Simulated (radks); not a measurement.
The numbers below are computed, except where a source is named.
Question: All-electron atom: Ge7+ in [Ar] 3d7. Level of theory: Dirac Kohn-Sham, PBE, spin-unpolarised, spherical densities, point nucleus; open shells are shared between the two j in proportion to 2j + 1 (a radial shooting solver on a logarithmic mesh with Libxc functionals). Some entries of the table are withheld. Estimate them.

orbital  occ.  eigenvalue (Ry)  <1/r> (bohr^-1)  <r> (bohr)
1s1/2       2              (1)            32.38     0.04700
2s1/2       2        -111.6658            7.152      0.2097
2p1/2       2        -100.5231              (2)      0.1812
2p3/2       4        -98.18050              (3)      0.1848
3s1/2       2        -22.43816              (4)      0.6055
3p1/2       2              (5)            2.256      0.6118
3p3/2       4              (6)            2.212      0.6207
3d3/2     2.8              (7)            1.987      0.6285
3d5/2     4.2              (8)            1.976      0.6314

Answer: 
(1) 1s1/2 eigenvalue (Ry): -816.1632
(2) 2p1/2 <1/r> (bohr^-1): 7.112
(3) 2p3/2 <1/r> (bohr^-1): 6.918
(4) 3s1/2 <1/r> (bohr^-1): 2.364
(5) 3p1/2 eigenvalue (Ry): -18.72143
(6) 3p3/2 eigenvalue (Ry): -18.37780
(7) 3d3/2 eigenvalue (Ry): -12.04715
(8) 3d5/2 eigenvalue (Ry): -11.99302
